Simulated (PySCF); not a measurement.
## Working out the ionisation energy of Ti⁺

Ti⁺ [Ar] 3d2 4s1 (4F) → Ti²⁺ [Ar] 3d2 (3F). Calculation: PySCF 2.14, in cc-pVDZ; the non-relativistic Hamiltonian (point nucleus). Frozen: [Ar]. Energies in hartree (1 hartree = 27.21139 eV):

```json
{"part": "UHF", "Ti⁺ (lower)": "-848.206624", "Ti²⁺ (upper)": "-847.733785"}
{"part": "MP2 opposite-spin", "Ti⁺ (lower)": "0.000000", "Ti²⁺ (upper)": "0.000000"}
{"part": "MP2 same-spin", "Ti⁺ (lower)": "-0.007913", "Ti²⁺ (upper)": "-0.002670"}
```

**Question.** What does Hartree-Fock give?

**Answer.** (-847.733785) − (-848.206624) = 0.472839 hartree = 12.867 eV.

**Question.** What do MP2 and SCS-MP2 (6/5 opposite-spin, 1/3 same-spin) give?

**Answer.** The opposite-spin parts differ by 0.000 eV and the same-spin parts by 0.143 eV. MP2: 12.867 + (0.000) + (0.143) = 13.010 eV. SCS-MP2: 12.867 + 1.2 × (0.000) + (0.143)/3 = 12.915 eV.

Reference: 13.575 eV (measured; NIST Atomic Spectra Database, ionization energies), between the lowest levels; spin-orbit coupling is absent from the calculation.

The calculation is non-relativistic.

A double-zeta basis recovers only part of the correlation energy.

What remains against the reference includes basis incompleteness, the frozen core and correlation beyond second order.
